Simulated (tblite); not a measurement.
Input of a run (GFN2-xTB geometry optimisation, gas phase (tblite 0.8.0)), started from a force field or distance geometry:
```
{"job": {"kind": "relax", "xc": "GFN2-xTB", "basis": "xTB"}, "charge": 0, "multiplicity": 2}
C      2.286600     2.121700    -0.406000
C      1.969100     0.995700    -0.079300
C      1.634400    -0.412700     0.334100
S      0.343200    -0.991100    -0.809900
C     -1.183100    -0.070400    -0.751800
C     -1.855700    -0.221200     0.550700
O     -1.764000     0.652400     1.384300
H      2.552800    -1.028000     0.126300
H      1.364400    -0.463500     1.397100
H     -1.871400    -0.488600    -1.558900
H     -1.058800     1.013000    -0.964500
H     -2.416300    -1.108000     0.751600
```

Output (eV, eV/Å):
```
step      E/eV     max force
  0    -553.12055    2.185
  1    -553.24820    3.474
  2    -553.32826    2.002
  3    -553.36071    1.391
  4    -553.38598    0.388
  5    -553.40724    0.543
  6    -553.44608    0.632
  7    -553.46154    0.474
  8    -553.47483    0.278
  9    -553.48342    0.281
 10    -553.49286    0.272
 11    -553.50118    0.291
 12    -553.50886    0.240
 13    -553.51554    0.272
 14    -553.52333    0.276
 15    -553.53292    0.333
 16    -553.54325    0.339
 17    -553.55160    0.217
 18    -553.55642    0.152
 19    -553.55918    0.152
 20    -553.56222    0.150
 21    -553.56617    0.181
 22    -553.57037    0.184
 23    -553.57373    0.141
 24    -553.57610    0.140
 25    -553.57816    0.137
 26    -553.58044    0.159
 27    -553.58279    0.175
 28    -553.58490    0.121
 29    -553.58653    0.098
 30    -553.58768    0.078
 31    -553.58858    0.085
 32    -553.58942    0.080
 33    -553.59022    0.094
 34    -553.59084    0.081
 35    -553.59120    0.047
 36    -553.59138    0.032
 37    -553.59153    0.034
 38    -553.59168    0.038
 39    -553.59181    0.031
 40    -553.59193    0.028
 41    -553.59206    0.045
 42    -553.59225    0.061
 43    -553.59251    0.068
 44    -553.59283    0.052
 45    -553.59319    0.053
 46    -553.59366    0.073
 47    -553.59438    0.085
 48    -553.59553    0.129
 49    -553.59697    0.160
 50    -553.59872    0.134
 51    -553.59985    0.386
 52    -553.60256    0.247
 53    -553.60418    0.151
 54    -553.60632    0.186
 55    -553.60735    0.147
 56    -553.60883    0.166
 57    -553.60987    0.068
 58    -553.61060    0.086
 59    -553.61131    0.093
 60    -553.61223    0.091
 61    -553.61291    0.061
 62    -553.61328    0.075
 63    -553.61363    0.060
 64    -553.61412    0.090
 65    -553.61467    0.075
 66    -553.61495    0.057
 67    -553.61502    0.029
 68    -553.61505    0.022
 69    -553.61507    0.013
 70    -553.61510    0.013
 71    -553.61512    0.012
 72    -553.61512    0.006
```

Summarise the run.

The energy falls by 47.7 kJ/mol over 72 L-BFGS steps, the largest force on an atom goes from 2.19 to 0.006 eV/Å, and the atoms move by 0.362 Å rms after alignment. The bond that changes most is C5–H10 (ends: carbon bonded to C, S and 2 H; hydrogen on carbon), which shortens by 0.054 Å. Bonds longer at the end by more than 0.005 Å: 3 of 11; shorter: 8. Among the angles that change most is C3–S4–C5, from 115.0° to 98.5°. Among the dihedrals that turn most is C3–S4–C5–H11, from 58° to 42°. The energy never rose by more than 1e-5 eV on the way. The first step brought 26 % of the lowering.

What are the final bond lengths?

C1≡C2 1.197 Å, C2–C3 1.459 Å, C3–S4 1.814 Å, S4–C5 1.832 Å, C5–C6 1.497 Å, C6=O7 1.200 Å, C3–H8 1.090 Å, C3–H9 1.093 Å, C5–H10 1.086 Å, C5–H11 1.090 Å, C6–H12 1.105 Å. Numbering counts from 1 in the input's order; the species is `[C]#CCSCC=O` [radical].

Its GFN2-xTB frequencies are all real (lowest 55 cm⁻¹). 3 starts were optimised and ended at 0.00, 0.77 and 0.77 kcal/mol (GFN2-xTB); the lowest of these is shown.

One conformer stands for the species.

All values are computed, not measured.
